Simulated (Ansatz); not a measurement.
Basis-set extrapolation for `BN[SiH](C)C` (PBE0-D4/def2-TZVP geometry, frozen core, Ansatz 0.2.0). Multiplicity 1, RHF reference.

```csv
,def2-TZVPP,def2-QZVPP
HF,-449.784652,-449.801823
MP2 correlation,-0.798613,-0.851573
CCSD(T) correlation,-0.890938,not run
```

Energies in hartree. Use E(X) = E(∞) + A·exp(−7.88·√X) for Hartree–Fock and E(X) = E(∞) + B·X^(−2.97) for correlation, with X = 3 and 4, and add CCSD(T) minus MP2 of the smaller set to the MP2 limit.

What is the CCSD(T) energy at the basis-set limit?

HF limit: -449.801823 + (-0.017171) × 0.13774 = -449.80419. MP2 limit: -0.851573 + (-0.052960) × 0.74074 = -0.89080. Higher-order term: -0.890938 − (-0.798613) = -0.09232. Total: -450.78731 hartree, 3.04 eV below CCSD(T)/def2-TZVPP.
